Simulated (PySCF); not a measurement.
Species: C7H9NOSi.
SMILES with atom numbers: `[SiH3:1][O:2]/[CH:3]=[CH:4]/[c:5]1[cH:6][cH:7][n:8][cH:9][cH:10]1` (hydrogens: H11, H12, H13 on Si1; H14 on C3; H15 on C4; H16 on C6; H17 on C7; H18 on C9; H19 on C10)

A linear-response calculation (PySCF, def2-SVPD basis, gas phase, vertical, core orbitals frozen in the response) gave these numbers; the functional is withheld.

Orbital energies (eV): HOMO-3 -8.76, HOMO-2 -7.32, HOMO-1 -7.02, HOMO -6.41, LUMO -1.58, LUMO+1 -0.59, LUMO+2 -0.49.

| state | E (eV) | f | main configurations (H = HOMO, L = LUMO) |
| --- | --- | --- | --- |
| S1 | 4.39 | 0.0022 | H-1→L (98%) |
| S2 | 4.59 | 0.463 | H→L (88%) |
| S3 | 4.83 | 0.060 | H-2→L (48%), H→L+1 (44%) |
| S4 | 5.06 | 0.0002 | H-1→L+1 (100%) |
| S5 | 5.13 | 0.0008 | H→L+2 (98%) |
| S6 | 5.54 | 0.202 | H→L+1 (46%), H-2→L (45%) |

Triplets (Tamm–Dancoff): T1 3.04 eV, H→L (94%); T2 3.89 eV, H-1→L (91%); T3 4.24 eV, H-2→L (81%), H→L+1 (9%); T4 4.46 eV, H-2→L+1 (59%), H→L+1 (27%).

Vertical ionisation energy by ΔSCF with the same functional: 8.24 eV. Mean static polarisability: 130.3 au.

Question: Which of these was used?
A. CAM-B3LYP
B. HF
C. B3LYP
D. PBE

Answer: C. B3LYP is a global hybrid with 20% exact exchange. In this run −ε(HOMO) = 6.41 eV differs from the ΔSCF value by -1.83 eV, and S1 differs from the orbital gap of 4.83 eV by -0.45 eV. The ratio −ε(HOMO)/IP is 0.78. Usual ranges for neutral molecules in this basis: 0.67 to 0.83 with B3LYP, 0.5 to 0.7 with PBE, 0.85 to 0.93 with CAM-B3LYP; Hartree–Fock can't fall below 1, since the ion's relaxation only lowers the ΔSCF value.

Theory: TDDFT B3LYP/def2-SVPD, vertical, gas phase, core orbitals frozen in the response (PySCF 2.14.0, density-fitted response routines). Isolated species at its PBE0-D3(BJ)/def2-SVP geometry (one conformer only).

Time: 8.1 min; peak memory 1.2 GiB. Hardware: an Arm Neoverse V1 with one thread, shared host.

Shape of the structure used: `[SiH3:1][O:2]/[CH:3]=[CH:4]/[c:5]1[cH:6][cH:7][n:8][cH:9][cH:10]1`: Si1–O2–C3–C4 -171°, C3–C4–C5–C6 1°.
